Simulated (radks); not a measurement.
F4+, 5 electrons, occupied as 2s2 2p3 (not the ground configuration). All-electron calculation, non-relativistic Kohn-Sham, LDA (Slater exchange, Perdew-Zunger correlation), spin-polarised, spherical densities, point nucleus; open shells are filled with parallel spins first. Program: a radial shooting solver on a logarithmic mesh with Libxc functionals.

Unscreened Slater integrals over Kohn-Sham orbitals (cm^-1). They are taken over the spin-up orbitals. Empty in this configuration: 1s.

\begin{tabular}{lr}
integral & value \\ \hline
F0(2p,2p) & 306570 \\
F2(2p,2p) & 144300 \\
F0(2p,2s) & 278780 \\
G1(2p,2s) & 158280 \\
F0(2p,1s) & 420690 \\
G1(2p,1s) & 74372 \\
F0(2s,2s) & 261160 \\
F0(2s,1s) & 367160 \\
G0(2s,1s) & 33369 \\
F0(1s,1s) & 1227900 \\
\end{tabular}

Derived for the open shells (J is the average intra-shell exchange parameter used in DFT+U). 2p: J = F2/5 = 28860 cm^-1.
